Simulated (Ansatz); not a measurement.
Consider the ligand exchange at the Si–S bond: `N[SiH2]S[SiH](N)Cl` + NH₃ → `N[SiH](N)Cl` + `N[SiH2]S`.

Program: Ansatz. Geometries: PBE0-D4/def2-TZVP. ΔE: electronic, gas phase. CCSD(T)/CBS is the MP2 limit (def2-TZVPP, def2-QZVPP) plus CCSD(T) − MP2 in def2-TZVPP, frozen cores. This one scheme is used for every species. Functionals use def2-TZVPP. Each species was taken in one conformer, which may not be the lowest.

**Question.** Is it downhill or uphill in electronic energy at CCSD(T)/CBS, and by how much? (Estimate.)

**Answer.** Ansatz gave: Uphill: ΔE = +10.1 kJ/mol.

**Question.** What do these levels give: PBE-D4, ωB97X-V, B2PLYP, r2SCAN, CCSD(T)/def2-TZVPP, SCS-MP2/def2-QZVPP? (Best estimate.)

**Answer.** Ansatz gave: PBE-D4 21.0, ωB97X-V 8.4, B2PLYP 0.7, r2SCAN 9.4, CCSD(T)/def2-TZVPP 9.1, SCS-MP2/def2-QZVPP 7.0 kJ/mol.

Largest T1 diagnostic among the species: 0.011.

The D4 term adds +18.6 kJ/mol with B3LYP and +10.7 kJ/mol with PBE0; it sums over pairs of atoms, weighted by their polarisabilities, and B3LYP, whose exchange is more repulsive, gets the larger term. In def2-TZVPP, CCSD(T) changes the Hartree–Fock value by +26.3 kJ/mol (the triples alone add +6.0 kJ/mol) and MP2 by +32.1 kJ/mol.

B3LYP here is the variant with VWN-RPA as its local correlation; programs differ in this.
